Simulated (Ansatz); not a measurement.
`C[O][Al]([F])[SiH3]` and `C[O][Al]([F])[Cl]` differ in one atom or group.

Ansatz, PBE0-D4/def2-TZVP geometries, multiplicity 1. Each molecule was computed in one conformer, which needn't be the lowest.

```csv
property,`C[O][Al]([F])[SiH3]`
HOMO–LUMO gap (PBE/def2-TZVPP) / eV,4.78
LUMO energy (B3LYP/def2-TZVPP) / eV,-1.32
size of the dipole moment (B3LYP/def2-TZVPP) / D,2.26
HOMO–LUMO gap (B3LYP/def2-TZVPP) / eV,6.45
HOMO energy (ωB97M-V/def2-TZVPP) / eV,-10.09
"ideal-gas entropy at 298 K and 1 bar (rigid rotor, harmonic PBE0-D4/def2-TZVP) / J/(mol·K)",397
```

(1) Give the same properties after the change, and the shifts. (Best estimate.)

Results:

(1) Computed: 
```csv
property,`C[O][Al]([F])[Cl]`,shift
HOMO–LUMO gap (PBE/def2-TZVPP) / eV,5.37,0.59
LUMO energy (B3LYP/def2-TZVPP) / eV,-1.21,0.11
size of the dipole moment (B3LYP/def2-TZVPP) / D,2.04,-0.22
HOMO–LUMO gap (B3LYP/def2-TZVPP) / eV,7.25,0.80
HOMO energy (ωB97M-V/def2-TZVPP) / eV,-11.11,-1.02
"ideal-gas entropy at 298 K and 1 bar (rigid rotor, harmonic PBE0-D4/def2-TZVP) / J/(mol·K)",357,-40
```

With PBE0 the HOMO falls by 0.73 eV and the LUMO rises by 0.25 eV, so the gap widens by about 0.98 eV. PBE moves the HOMO by -0.48 eV and ωB97M-V by -1.02 eV. The zero-point energy changes by -59.5 kJ/mol with -9 modes. Dipoles are sizes alone; their direction can turn. Modes under 60 cm⁻¹, often nearly free rotors, make the harmonic entropy too high.

Positive LUMOs are unbound, so they and the gaps depend on the basis.

B3LYP here is the variant with VWN-RPA as its local correlation; programs differ in this.
